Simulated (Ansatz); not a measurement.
Basis-set series for ClHfI3 (`[Cl][Hf]([I])([I])[I]`). The species carries charge 0 and has multiplicity 1. Hf, I: def2 effective core potential. The geometry is a stationary point of PBE0-D4/def2-TZVP.

```json
{"functional": "PBE0-D4", "basis": "def2-SVP", "functions": "128", "energy (Eh)": "-1401.34706", "HOMO (eV)": "-7.98", "LUMO (eV)": "-2.62"}
{"functional": "PBE0-D4", "basis": "def2-TZVPP", "functions": "248", "energy (Eh)": "-1401.54820", "HOMO (eV)": "-7.93", "LUMO (eV)": "-2.52"}
{"functional": "ωB97M-V", "basis": "def2-SVP", "functions": "128", "energy (Eh)": "-1401.30758", "HOMO (eV)": "-9.96", "LUMO (eV)": "-0.72"}
{"functional": "ωB97M-V", "basis": "def2-TZVPP", "functions": "248", "energy (Eh)": "-1401.50960", "HOMO (eV)": "-9.93", "LUMO (eV)": "-0.63"}
```

(1) Give the rows for def2-QZVPP. (Best estimate.)

Results:

(1) Computed: 
```csv
functional,basis,functions,energy (Eh),HOMO (eV),LUMO (eV)
PBE0-D4,def2-QZVPP,397,-1401.56539,-7.93,-2.52
ωB97M-V,def2-QZVPP,397,-1401.52602,-9.94,-0.64
```
